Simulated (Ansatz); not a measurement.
CH3Cl3SeSn, SMILES `C[Se][Sn]([Cl])([Cl])[Cl]`, relaxed with RKS PBE-D4/def2-SVP in the Gaussian-basis code of Ansatz from a rough embedded geometry. The force threshold is 0.03 eV/Å; the program also tests the step.

Charge 0, multiplicity 1. Sn: def2 effective core potential.

Start:

```xyz
9

C     0.439    1.693   -0.034
Se   -0.662    0.829    1.291
Sn   -0.485   -1.466    0.124
Cl   -1.382   -1.292   -1.972
Cl   -1.760   -3.036    1.365
Cl    1.768   -2.136    0.082
H     0.594    2.724    0.198
H     1.449    1.136   -0.023
H     0.039    1.548   -1.030
```

(1) How much energy does the relaxation release, and in how many steps? (Best estimate.)

(2) Which bonds change most? (Estimate.)

(3) Give the relaxed structure. (Estimate.)

Results:

(1) Computed: 0.23 eV, in 4 steps.

(2) Computed: Sn3–Cl4 from 2.286 to 2.364 Å; Se2–Sn3 from 2.581 to 2.528 Å; C1–Se2 from 1.927 to 1.979 Å; C1–H8 from 1.153 to 1.105 Å.

(3) Ansatz gave: 
```xyz
9

C     0.491    1.679   -0.056
Se   -0.665    0.821    1.302
Sn   -0.535   -1.454    0.208
Cl   -1.320   -1.370   -2.021
Cl   -1.770   -3.069    1.393
Cl    1.709   -2.179    0.031
H     0.574    2.736    0.258
H     1.493    1.213   -0.060
H     0.022    1.622   -1.056
```
